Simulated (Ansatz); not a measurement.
## Ligand exchange: HBr + C2H3FI2 → IBr + C2H4FI

Species: HBr, singlet; C2H3FI2 `FC(I)CI`, singlet; IBr (iodine monobromide), singlet; C2H4FI (1-fluoro-2-iodoethane) `FCCI`, singlet. The partners trade H for I: Br–H and C–I bonds give way to Br–I and C–H.

Shapes, held fixed at every level: PBE0-D4/def2-TZVP. Flexible molecules stand in one conformer, not always the lowest. Programs: Ansatz 0.2.0. The zero-point and thermal change to 298 K, harmonic and unscaled (PBE0-D4/def2-TZVP), is +11.2 kJ/mol.

| level | kind | ΔH(298 K) (kJ/mol) | less CCSD(T)/def2-TZVPP |
| --- | --- | --- | --- |
| HF/def2-SVP | Hartree–Fock | -11.9 | -26.4 |
| HF/def2-TZVPP | Hartree–Fock | -17.0 | -31.5 |
| PBE-D4/def2-TZVPP | GGA | +6.7 | -7.8 |
| B3LYP-D4/def2-TZVPP | global hybrid | -0.5 | -15.0 |
| B2PLYP/def2-TZVPP | double hybrid | +2.3 | -12.2 |
| MP2/def2-SVP | perturbation theory | +20.9 | +6.4 |
| MP2/def2-TZVPP | perturbation theory | +23.9 | +9.4 |
| CCSD(T)/def2-TZVPP | coupled cluster or CI | +14.5 | 0.0 |

The highest level, CCSD(T)/def2-TZVPP, gives ΔH(298 K) = +14.5 kJ/mol; the levels span -17.0 to +23.9. They disagree on the sign: 5 of 8 are positive. The column of differences is taken from that level and isn't an error. No measured value is set beside it here. For atoms past krypton def2 sets carry core potentials with scalar relativity. Relativity is left out for Br. Outer-core shells of Br, I are correlated in most correlated rows, in sets that cover them unevenly.
